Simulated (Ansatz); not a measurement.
Geometry optimisation, RKS PBE0/STO-3G in Ansatz.

Input file:

```yaml
crystal:
  periodic: [false, false, false]
  atoms:
    - { symbol: C, position_ang: [-0.6913, 1.0716, -0.5915] }
    - { symbol: B, position_ang: [0.0374, -0.1861, -0.1131] }
    - { symbol: C, position_ang: [1.0462, -0.0589, 1.0719] }
    - { symbol: "N", position_ang: [-0.1081, -1.5254, -0.7857] }
    - { symbol: H, position_ang: [-1.4177, 0.8657, -1.4629] }
    - { symbol: H, position_ang: [-1.3373, 1.5422, 0.2358] }
    - { symbol: H, position_ang: [0.0183, 1.8829, -0.9347] }
    - { symbol: H, position_ang: [0.5928, 0.3159, 1.9883] }
    - { symbol: H, position_ang: [1.5405, -1.0325, 1.3373] }
    - { symbol: H, position_ang: [1.8793, 0.6615, 0.8358] }
    - { symbol: H, position_ang: [-0.9166, -1.4275, -1.5056] }
    - { symbol: H, position_ang: [-0.5665, -2.1646, -0.0418] }
basis:
  gaussian: { orbitals: STO-3G }
hamiltonian:
  xc: pbe0
relax:
  f_tol: 0.02
  max_steps: 40
output:
  orbitals: {}
```

Command:

```bash
$ ansatz run input.yaml --threads 1 --pin off --max-ram 2048MiB --backend cpu --events-out ev --progress --plain --runs-dir out
```

Task: Where does it end, and by what steps?

Result: It converged. The force dipped under the threshold on the way, but the program's further checks kept it going. Limits of this set-up: minimal basis. After 13 steps the energy has fallen by 1.124 eV; H12 moved furthest, 0.67 Å.

```tsv
step	energy less start (eV)	largest force component (eV/Å)	accepted
0	0.0000	2.638	yes
1	-0.5367	2.279	yes
2	-0.8155	2.783	yes
3	-0.9929	1.114	yes
4	-0.9495	1.264	no
5	-1.0748	0.258	yes
6	-1.1159	0.135	yes
7	-1.1215	0.146	yes
8	-1.1238	0.049	yes
9	-1.1241	0.087	yes
10	-1.1236	0.097	no
11	-1.1243	0.013	yes
12	-1.1241	0.053	no
13	-1.1243	0.004	yes
```

```xyz
12
Properties=species:S:1:pos:R:3
C -0.719 1.145 -0.636
B -0.038 -0.168 -0.070
C 1.018 -0.098 1.109
N -0.370 -1.398 -0.615
H -1.425 0.950 -1.452
H -1.265 1.673 0.158
H 0.038 1.847 -1.009
H 0.575 0.363 2.001
H 1.409 -1.079 1.401
H 1.872 0.532 0.829
H -1.051 -1.523 -1.386
H 0.033 -2.298 -0.297
```

Whether the end is a true minimum wasn't checked by a vibrational analysis.

Time of the run: 27 s on 1 thread of Arm Neoverse V1, with other jobs on the host, peak memory 0.12 GiB.
